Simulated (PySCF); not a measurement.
**A series of related molecules**

Method used: TDDFT PBE0/def2-SVPD circular dichroism and optical rotation, one conformer, gas phase (PySCF 2.14.0). Geometry: GFN2-xTB.

Each molecule in one low-energy conformer. The parent is C=CC1=C[C@@H](C)[C@H]1F.

The molecule is flexible and this is one conformer; a measurement averages over conformers.

Q: How does the specific rotation at 589.3 nm (origin-invariant length gauge) change along this series?
- C=CC1=C[C@@H](C)[C@H]1F (base)
- C=CC1=C[C@@H](C)[C@@H]1F (diastereomer)

A: 
```
                molecule  [α]589 (deg dm⁻¹ (g/mL)⁻¹)  S1 (eV)  R(S1), velocity form (10⁻⁴⁰ esu² cm²)
 C=CC1=C[C@@H](C)[C@H]1F                      -318.2     5.55                                  -52.0
C=CC1=C[C@@H](C)[C@@H]1F                      -286.4     5.52                                  -20.6
```
The specific rotation at 589.3 nm (origin-invariant length gauge) is lowest for C=CC1=C[C@@H](C)[C@H]1F and highest for C=CC1=C[C@@H](C)[C@@H]1F.
